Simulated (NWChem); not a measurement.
System: BSiH4OF; SMILES FB([SiH3])O

Here is an NWChem input.

```
start job
memory heap 200 mb stack 900 mb global 1100 mb
geometry units angstroms noautosym nocenter noautoz
  B     -0.032561    -0.558512     0.002212
  F      1.102923    -1.267910    -0.003441
  O     -1.203428    -1.220563     0.001959
  H     -1.085403    -2.180793    -0.003353
  Si     0.029592     1.473482     0.001754
  H     -1.338011     2.063216     0.118435
  H      0.655716     1.964802    -1.266611
  H      0.866671     1.966433     1.140545
end
basis spherical
  * library def2-svp
end
dft
  xc b3lyp
  iterations 150
  mulliken
end
task dft energy
esp
  recalculate
  probe 0.07
  range 0.3
  factor 1.0
  spacing 0.02
end
task esp
```

The geometry was optimised at PBE0/def2-SVP.

Atomic charges in e: unrestrained fits to the electrostatic potential beside Mulliken populations; buried atoms are poorly determined by the fit.

Atoms are numbered as in the input.

Predict the main results of this run. (B3LYP/def2-SVP.) Quantities: ESP B1; Mulliken B1; ESP F2; Mulliken F2; ESP O3; Mulliken O3; ESP Si5; Mulliken Si5; relative RMS misfit of the potential (%).


```yaml
ESP B1: 0.60
Mulliken B1: 0.07
ESP F2: -0.33
Mulliken F2: -0.12
ESP O3: -0.64
Mulliken O3: -0.10
ESP Si5: 0.17
Mulliken Si5: 0.21
relative RMS misfit of the potential (%): 28
```
